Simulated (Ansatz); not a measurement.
`CO[Si]Br` + HCl → `Cl[Si]Br` + CH₃OH at 400 K and 1 bar (ligand exchange at the Si–O bond).

Program: Ansatz. Geometries: PBE0-D4/def2-TZVP. ΔE: electronic, gas phase. CCSD(T)/CBS adds triple-zeta CCSD(T) − MP2 to the extrapolated MP2 energy (def2 sets, frozen cores). This one scheme is used for every species. For Br outer-core shells are correlated without core-valence functions, which leaves a few kJ/mol of doubt a bond. Scalar relativity is left out up to krypton. Each species was taken in one conformer, which may not be the lowest.

```
   species  CCSD(T)/CBS energy (Eh)  H − E (kJ/mol)  S (J/(mol·K))
`CO[Si]Br`              -2977.47730           140.6          357.8
       HCl               -460.38127            29.6          195.4
`Cl[Si]Br`              -3322.23177            24.9          315.2
     CH₃OH               -115.61712           151.2          252.6
```

H − E and S are ideal-gas, rigid-rotor, harmonic terms from PBE0-D4/def2-TZVP, for one conformer and one mirror image of each species. 1 Eh = 2625.50 kJ/mol, R = 8.31446 J/(mol·K).

Q: By hand: ΔE, ΔH, ΔS and ΔG.

A: ΔE = (-3322.23177) + (-115.61712) − (-2977.47730) − (-460.38127) = 0.00968 Eh = 25.4 kJ/mol. Δ(H − E) = 24.9 + 151.2 − 140.6 − 29.6 = 5.9, so ΔH = 31.3 kJ/mol. ΔS = 315.2 + 252.6 − 357.8 − 195.4 = 14.6 J/(mol·K). ΔG = 31.3 − 400 × (14.6)/1000 = 25.5 kJ/mol.

Q: By hand: the equilibrium constant, and the temperature at which ΔG would vanish if ΔH and ΔS stayed fixed.

A: log₁₀ K = −ΔG/(RT ln 10) = -3.3. ΔG = 0 at ΔH/ΔS = 2144 K, though so small a ΔS makes that figure unsure.

The number of gas molecules stays the same, so ΔS is small and ΔH decides. A doubt of 5 kJ/mol in ΔE shifts log₁₀ K by 0.7 here. Other conformers and mirror images would add mixing entropy, several J/(mol·K) or more a flexible species. These are equilibria of isolated gas molecules and say nothing of rates. Largest T1 diagnostic: 0.012 (customary marks: 0.02 for closed shells, 0.045 for open ones).
